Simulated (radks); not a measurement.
Cl7+, configuration [Ne]. All-electron calculation, non-relativistic Kohn-Sham, LB94 model potential, spin-polarised, spherical densities, point nucleus. Program: a radial shooting solver on a logarithmic mesh with Libxc functionals.

Unscreened Slater integrals over Kohn-Sham orbitals (cm^-1). They are taken over the spin-up orbitals.

integral     value
F0(2p,2p)   501730
F2(2p,2p)   232980
F0(2p,2s)   469770
G1(2p,2s)   276440
F0(2p,1s)   698970
G1(2p,1s)   105120
F0(2s,2s)   448700
F0(2s,1s)   631600
G0(2s,1s)    52585
F0(1s,1s)  2265900
